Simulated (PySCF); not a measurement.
Electric properties by functional and basis

Compound: CH6B2S.
Geometry (PBE0-D3(BJ)/def2-SVP, Å), atoms numbered from 1 in this order:
```
atom  x, y, z in Å
B1    -1.5484   -0.4916    0.1883
B2    -0.7559   -0.0244   -1.1983
S3     0.9643    0.3593   -1.3219
C4     1.6326    0.1333    0.3553
H5    -1.6581   -1.6575    0.5023
H6    -2.0557    0.3128    0.9406
H7    -1.3291    0.0881   -2.2605
H8     1.5096   -0.9072    0.6860
H9     2.7041    0.3701    0.3223
H10    1.1409    0.8129    1.0647
```

PySCF, dipoles from the SCF density, polarisabilities from static response with core orbitals frozen. The structure is a single PBE0-D3(BJ)/def2-SVP conformer in the gas phase; no vibrational or solvent corrections.

Task: Compare the levels for these properties.

Result: 

```csv
level,μ (D),α (Å³),anisotropy (Å³)
LDA/def2-SVPD,1.582,10.23,3.82
PBE/def2-SVPD,1.547,10.04,3.73
B3LYP/def2-SVPD,1.492,9.70,3.33
PBE0/def2-SVPD,1.539,9.60,3.32
BHandHLYP/def2-SVPD,1.488,9.29,2.96
CAM-B3LYP/def2-SVPD,1.492,9.50,3.11
wB97X-D/def2-SVPD,1.528,9.48,3.10
LC-wPBE/def2-SVPD,1.530,9.21,2.96
HF/def2-SVPD,1.528,8.89,2.52
PBE0/6-31G*,1.575,7.92,3.78
PBE0/6-31+G*,1.600,8.82,3.36
PBE0/def2-SVP,1.548,8.10,3.46
PBE0/aug-cc-pVDZ,1.523,9.71,3.40
PBE0/def2-TZVP,1.528,9.20,3.48
PBE0/def2-TZVPD,1.511,9.74,3.42
```

The anisotropy is √(½[(α1 − α2)² + (α2 − α3)² + (α3 − α1)²]). The dipole runs from 1.49 D (BHandHLYP/def2-SVPD) to 1.60 D (PBE0/6-31+G*). No reference polarisability is at hand; against PBE0 in the largest diffuse basis at hand (def2-TZVPD) the other PBE0 rows deviate by 6-31G* -19%, 6-31+G* -9%, def2-SVP -17%, def2-SVPD -1%, aug-cc-pVDZ 0%, def2-TZVP -6%. In one basis (def2-SVPD) the functionals order the polarisability from HF (lowest) to LDA (highest), a spread of 15%. With PBE0 the polarisability is 8.41 Å³ without diffuse functions (mean of 6-31G*, def2-SVP and def2-TZVP) and 9.47 Å³ with them (mean of 6-31+G*, def2-SVPD, aug-cc-pVDZ and def2-TZVPD).
